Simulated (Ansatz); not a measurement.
Relaxation of a periodic cell of 63 atoms, Si (host Si, host structure diamond, one Si atom removed), cell charge +2, to a largest force component of 0.03 eV/Å in at most 60 steps.

Level of theory: DFT LDA, scalar-relativistic, plane waves, PAW (Ansatz). Settings: PAW set soft_1, cutoff 420 eV, k mesh 1x1x1, fermi-dirac smearing 0.02 eV, no spin polarisation.

```xyz
63
Lattice="10.8600 0.0000 0.0000 0.0000 10.8600 0.0000 0.0000 0.0000 10.8600" Properties=species:S:1:pos:R:3:forces:R:3
Si 5.429 -0.062 -0.009 -0.12 1.05 0.40
Si 6.781 1.370 1.370 0.43 -0.64 -0.45
Si 8.204 2.683 0.000 -0.78 0.49 0.28
Si 9.523 4.108 1.322 -0.29 -0.47 0.13
Si 8.191 -0.014 2.698 -0.63 0.55 0.44
Si 9.512 1.385 4.088 0.14 -0.45 -0.28
Si 0.021 0.008 0.028 -0.04 -0.34 -0.01
Si 1.344 1.362 1.371 0.45 0.12 -0.45
Si 2.720 2.740 -0.019 0.16 -0.40 0.33
Si 4.055 4.107 1.362 0.22 -0.33 -0.05
Si 5.443 5.451 0.033 -0.29 -0.20 -0.18
Si 6.759 6.831 1.323 0.67 -0.54 0.23
Si 8.167 8.103 -0.009 -0.24 0.74 0.28
Si 9.492 9.511 1.367 0.32 -0.34 -0.29
Si 4.037 1.350 4.060 0.52 -0.11 0.07
Si 5.436 2.697 2.685 -0.65 0.15 0.01
Si 6.788 4.095 4.010 0.12 -0.76 1.02
Si 8.172 5.431 2.738 -0.19 0.28 -0.83
Si 9.488 6.762 4.095 0.41 0.24 0.63
Si 5.421 -0.021 5.428 -0.04 0.44 -0.14
Si 6.820 1.389 6.829 -0.65 -0.41 -0.15
Si 8.143 2.667 5.471 -0.13 0.75 -0.83
Si 9.505 4.036 6.767 -0.30 0.00 0.66
Si 8.128 -0.039 8.147 0.11 0.36 0.37
Si 9.511 1.370 9.522 0.37 -0.17 -0.65
Si 0.009 5.382 -0.022 -0.15 1.22 0.36
Si 1.373 6.782 1.354 -0.47 0.11 -0.08
Si 2.690 8.155 -0.010 0.14 0.15 0.66
Si 4.078 9.519 1.407 -0.22 -0.42 -0.33
Si 0.018 2.703 2.676 0.00 0.37 0.73
Si 1.410 4.104 4.020 -0.69 -0.48 0.77
Si 2.718 5.458 2.704 0.27 0.12 0.06
Si 4.077 6.762 4.098 -0.11 0.41 -0.05
Si 5.447 8.116 2.718 -0.64 0.38 0.44
Si 6.752 9.522 4.034 0.50 -0.21 0.25
Si 0.017 -0.024 5.402 0.31 0.46 -0.04
Si 1.386 1.357 6.787 -0.28 -0.60 0.13
Si 2.713 2.673 5.441 -0.13 0.60 -0.49
Si 4.049 4.092 6.827 0.66 -0.28 -0.67
Si 5.459 5.422 5.400 -0.14 -0.04 0.60
Si 6.838 6.781 6.801 -0.84 -0.19 0.31
Si 8.092 8.119 5.424 0.43 0.52 -0.35
Si 9.466 9.509 6.766 0.40 -0.79 0.04
Si 2.716 -0.048 8.163 -0.22 0.89 0.16
Si 4.095 1.365 9.472 -0.53 -0.69 0.61
Si 5.376 2.681 8.135 0.72 0.68 0.00
Si 6.761 4.059 9.542 0.07 -0.39 -0.15
Si 8.126 5.378 8.179 0.46 0.40 -0.08
Si 9.521 6.838 9.516 -0.05 -1.24 -0.28
Si 0.007 8.167 2.734 0.16 -0.25 -0.37
Si 1.428 9.470 4.064 -0.62 0.35 -0.01
Si -0.008 5.398 5.511 0.55 0.43 -0.98
Si 1.374 6.810 6.821 -0.28 -0.68 0.15
Si 2.690 8.161 5.461 1.02 -0.10 -0.13
Si 4.057 9.563 6.816 0.18 -0.78 -0.34
Si 0.041 2.728 8.122 -0.40 -0.32 0.22
Si 1.312 4.094 9.518 0.27 -0.62 -0.34
Si 2.738 5.388 8.218 -0.48 0.54 -0.44
Si 4.051 6.764 9.536 0.76 0.46 -0.12
Si 5.413 8.190 8.168 -0.25 -0.94 -0.48
Si 6.765 9.444 9.507 0.56 0.02 0.16
Si 0.020 8.119 8.167 -0.28 0.76 -0.38
Si 1.361 9.496 9.520 -0.27 0.11 -0.09
```

Question: Where does it end, and by what steps?

Answer: It converged. The force dipped under the threshold on the way, but the program's further checks kept it going. Limits of this set-up: coarse k mesh, PAW files made for another functional, no spin, though dangling bonds at a vacancy may carry it, charged cell in a uniform background, uncorrected. After 4 steps the energy has fallen by 1.098 eV; Si51 moved furthest, 0.17 Å.

```json
{"step": "0", "energy less start (eV)": "0.0000", "largest force component (eV/Å)": "1.238", "accepted": "yes"}
{"step": "1", "energy less start (eV)": "-1.0027", "largest force component (eV/Å)": "0.345", "accepted": "yes"}
{"step": "2", "energy less start (eV)": "-1.0735", "largest force component (eV/Å)": "0.115", "accepted": "yes"}
{"step": "3", "energy less start (eV)": "-1.0978", "largest force component (eV/Å)": "0.021", "accepted": "yes"}
{"step": "4", "energy less start (eV)": "-1.0978", "largest force component (eV/Å)": "0.021", "accepted": "yes"}
```

```xyz
63
Lattice="10.8600 0.0000 0.0000 0.0000 10.8600 0.0000 0.0000 0.0000 10.8600" Properties=species:S:1:pos:R:3
Si 5.434 0.022 0.006
Si 6.802 1.352 1.365
Si 8.148 2.711 0.005
Si 9.506 4.067 1.344
Si 8.147 -0.004 2.722
Si 9.497 1.352 4.076
Si 0.001 -0.030 0.007
Si 1.287 1.425 1.289
Si 2.743 2.709 0.004
Si 4.073 4.078 1.362
Si 5.433 5.425 0.005
Si 6.789 6.786 1.343
Si 8.150 8.141 0.004
Si 9.493 9.501 1.366
Si 4.148 1.426 4.149
Si 5.431 2.710 2.692
Si 6.787 4.067 4.096
Si 8.146 5.425 2.720
Si 9.506 6.784 4.095
Si 5.431 -0.031 5.434
Si 6.788 1.373 6.790
Si 8.149 2.711 5.434
Si 9.504 4.070 6.792
Si 8.148 -0.004 8.148
Si 9.506 1.372 9.508
Si 0.002 5.426 0.005
Si 1.361 6.773 1.364
Si 2.690 8.143 0.006
Si 4.148 9.427 1.290
Si 0.004 2.710 2.746
Si 1.363 4.079 4.074
Si 2.718 5.426 2.718
Si 4.073 6.772 4.075
Si 5.431 8.141 2.746
Si 6.799 9.499 4.076
Si 0.006 0.023 5.434
Si 1.363 1.353 6.803
Si 2.692 2.711 5.433
Si 4.094 4.067 6.793
Si 5.432 5.426 5.436
Si 6.791 6.783 6.794
Si 8.147 8.140 5.434
Si 9.507 9.480 6.789
Si 2.717 -0.005 8.151
Si 4.074 1.350 9.497
Si 5.433 2.710 8.152
Si 6.792 4.070 9.506
Si 8.148 5.426 8.149
Si 9.504 6.782 9.506
Si 0.003 8.142 2.694
Si 1.288 9.424 4.151
Si 0.003 5.425 5.434
Si 1.342 6.784 6.792
Si 2.745 8.140 5.435
Si 4.073 9.500 6.803
Si 0.002 2.711 8.148
Si 1.340 4.067 9.509
Si 2.718 5.426 8.152
Si 4.094 6.786 9.510
Si 5.433 8.141 8.150
Si 6.790 9.480 9.508
Si 0.002 8.141 8.150
Si 1.360 9.500 9.497
```

Time of the run: 21 s on 4 threads of Arm Neoverse V2, with other jobs on the host, peak memory 0.93 GiB.
